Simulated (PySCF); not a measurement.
Point-charge models of `C=NC[SiH2][SiH](O)O` against its computed dipole.

Coordinates (GFN2-xTB, Å) and charges (e) from the PBE0/pcSseg-1 density (PySCF):

```json
{"atom": "C1", "x": "2.034", "y": "1.602", "z": "0.104", "Mulliken": "+0.0160", "IAO": "-0.1342", "Hirshfeld": "+0.0028", "ESP-fitted": "-0.0203"}
{"atom": "N2", "x": "1.336", "y": "0.689", "z": "0.609", "Mulliken": "-0.4638", "IAO": "-0.2465", "Hirshfeld": "-0.1093", "ESP-fitted": "-0.2550"}
{"atom": "C3", "x": "1.469", "y": "-0.656", "z": "0.180", "Mulliken": "-0.3186", "IAO": "-0.4087", "Hirshfeld": "-0.1135", "ESP-fitted": "-0.3075"}
{"atom": "Si4", "x": "-0.160", "y": "-1.107", "z": "-0.764", "Mulliken": "+0.2265", "IAO": "+0.3952", "Hirshfeld": "+0.2411", "ESP-fitted": "+0.2206"}
{"atom": "Si5", "x": "-1.840", "y": "-0.431", "z": "0.645", "Mulliken": "+0.9204", "IAO": "+1.1156", "Hirshfeld": "+0.3792", "ESP-fitted": "+0.7900"}
{"atom": "O6", "x": "-3.185", "y": "-0.317", "z": "-0.261", "Mulliken": "-0.5573", "IAO": "-0.8003", "Hirshfeld": "-0.3160", "ESP-fitted": "-0.7498"}
{"atom": "O7", "x": "-1.515", "y": "1.052", "z": "1.237", "Mulliken": "-0.5683", "IAO": "-0.8149", "Hirshfeld": "-0.3275", "ESP-fitted": "-0.6459"}
{"atom": "H8", "x": "1.867", "y": "2.620", "z": "0.423", "Mulliken": "+0.1238", "IAO": "+0.1542", "Hirshfeld": "+0.0547", "ESP-fitted": "+0.1052"}
{"atom": "H9", "x": "2.814", "y": "1.435", "z": "-0.646", "Mulliken": "+0.0983", "IAO": "+0.1133", "Hirshfeld": "+0.0474", "ESP-fitted": "+0.0992"}
{"atom": "H10", "x": "2.364", "y": "-0.829", "z": "-0.431", "Mulliken": "+0.1238", "IAO": "+0.1221", "Hirshfeld": "+0.0351", "ESP-fitted": "+0.1423"}
{"atom": "H11", "x": "1.525", "y": "-1.286", "z": "1.069", "Mulliken": "+0.1586", "IAO": "+0.1600", "Hirshfeld": "+0.0452", "ESP-fitted": "+0.1428"}
{"atom": "H12", "x": "-0.035", "y": "-0.437", "z": "-2.070", "Mulliken": "-0.0446", "IAO": "-0.0953", "Hirshfeld": "-0.0731", "ESP-fitted": "-0.0489"}
{"atom": "H13", "x": "-0.058", "y": "-2.548", "z": "-1.036", "Mulliken": "-0.0596", "IAO": "-0.1053", "Hirshfeld": "-0.0789", "ESP-fitted": "-0.0929"}
{"atom": "H14", "x": "-2.130", "y": "-1.299", "z": "1.799", "Mulliken": "-0.1616", "IAO": "-0.1836", "Hirshfeld": "-0.0987", "ESP-fitted": "-0.1792"}
{"atom": "H15", "x": "-3.896", "y": "0.257", "z": "0.013", "Mulliken": "+0.2485", "IAO": "+0.3676", "Hirshfeld": "+0.1808", "ESP-fitted": "+0.4709"}
{"atom": "H16", "x": "-0.598", "y": "1.265", "z": "1.424", "Mulliken": "+0.2580", "IAO": "+0.3608", "Hirshfeld": "+0.1305", "ESP-fitted": "+0.3285"}
```

What dipole does each set of charges give (1 e·Å = 4.803 D), and what does the density give?

The full density gives (2.02, 0.54, -0.23) D, 2.11 D in size; dipole vectors point from the negative to the positive end.

```csv
scheme,μx,μy,μz,size (D),share of the full size (%),angle to the full dipole (°)
Mulliken,0.58,-1.07,-0.65,1.38,66,75
IAO,1.71,-1.35,-0.07,2.18,104,53
Hirshfeld,1.35,0.12,-0.38,1.41,67,13
ESP-fitted,2.07,0.53,-0.26,2.16,102,1
```

Which set comes closest?

Length of the difference vector: ESP-fitted 0.06 D, Hirshfeld 0.80 D, IAO 1.92 D, Mulliken 2.21 D. Closest: ESP-fitted. ESP charges are fitted to the potential around the molecule, whose slowest-falling term is the dipole's. 

What is left for the Hirshfeld atoms' own dipoles?

The Hirshfeld atoms' densities add up to the full density, so μ = Σ q r + Σ (atomic dipoles). The atomic dipoles sum to (2.02, 0.54, -0.23) − (1.35, 0.12, -0.38) = (0.67, 0.42, 0.15) D, 0.80 D in size.

With the origin at the mean of the coordinates, (0.000, 0.001, 0.144) Å, which are the largest single terms, by size, of the IAO dipole along the direction of the full one?

O6 +11.89, Si5 -10.36, H15 -6.46, O7 +5.10, C3 -2.43 D; all 16 atoms together +1.30 D. The single terms depend on the origin, their sum doesn't.

Give the size of the full dipole in other units.

2.11 D = 0.828 au = 0.438 e·Å = 7.02 × 10⁻³⁰ C·m.

Geometry: GFN2-xTB, one conformer, isolated molecule.
